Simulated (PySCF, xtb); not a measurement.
calicene (C8H6), SMILES C1=CC(=C2C=C2)C=C1.

GFN2-xTB (xtb) at its own geometry gives an orbital gap of 2.39 eV and a dipole moment of 3.92 D.

Geometry optimised at B3LYP-D3(BJ)/def2-SVP.

What does PySCF with PBE/def2-TZVP give? (Estimate from the structure and the level; the computed values follow.)

gap 2.21 eV (levels -4.61 and -2.40 eV), dipole 4.49 D.
